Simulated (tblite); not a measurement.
A tight-binding relaxation on `C(/C=C1\C(CC1)=C)[SiH2]N`.

Computed with GFN2-xTB geometry optimisation, gas phase (tblite 0.8.0). Start geometry: from a force field or distance geometry. A driver script takes a list of jobs; this job's settings line and coordinates (Å) are shown.

Command:
```bash
OMP_NUM_THREADS=1 python probes_run.py task.json out
```

Input:
```
{"job": {"kind": "relax", "xc": "GFN2-xTB", "basis": "xTB"}, "charge": 0, "multiplicity": 1}
C      0.854400     2.057800    -0.021300
C      1.396000     0.878800    -0.279800
C      2.738500     0.474500    -0.873600
C      2.175800    -0.952600    -0.967600
C      1.021600    -0.490400    -0.088000
C      0.045100    -1.163000     0.531500
C     -1.032300    -0.600000     1.414600
Si    -2.716400    -0.495600     0.631200
N     -2.772600     0.662700    -0.610200
H     -0.147500     2.141100     0.418800
H      1.373200     2.972400    -0.265900
H      2.971500     0.913300    -1.848800
H      3.597700     0.589800    -0.213000
H      1.914500    -1.284000    -1.975500
H      2.835500    -1.708100    -0.521500
H      0.062600    -2.245500     0.446700
H     -0.752000     0.388400     1.800200
H     -1.103300    -1.252200     2.303800
H     -3.770700    -0.134300     1.610900
H     -3.081600    -1.779500    -0.011700
H     -1.999000     0.514600    -1.240500
H     -3.621500     0.531300    -1.160900
```

Output:
```
step      E/eV     max force
  0    -713.11567    1.694
  1    -713.23003    0.825
  2    -713.26353    0.540
  3    -713.29275    0.457
  4    -713.31668    0.395
  5    -713.33710    0.392
  6    -713.35963    0.452
  7    -713.38144    0.426
  8    -713.39514    0.297
  9    -713.40211    0.170
... (76 lines left out)
 86    -713.45930    0.021
 87    -713.45938    0.025
 88    -713.45946    0.026
 89    -713.45952    0.017
 90    -713.45956    0.014
 91    -713.45960    0.015
 92    -713.45964    0.015
 93    -713.45967    0.012
 94    -713.45969    0.011
 95    -713.45970    0.010
```

«max force» is the largest atomic force in eV/Å.

Problem. From which step on does the largest force stay under 0.1 eV/Å, and how much energy is left to gain from there?

Solution. From step 54 (0.099 eV/Å), 8.5 meV above the end.

Main results: energy lowered by 7.9 kcal/mol over 95 steps; largest atomic force 0.010 eV/Å at the end.

The run took 2.3 s wall on Intel Xeon at 2.50 GHz, one thread (shared host).
Labels such as C1 count atoms from 1, the log's own numbers from 0.
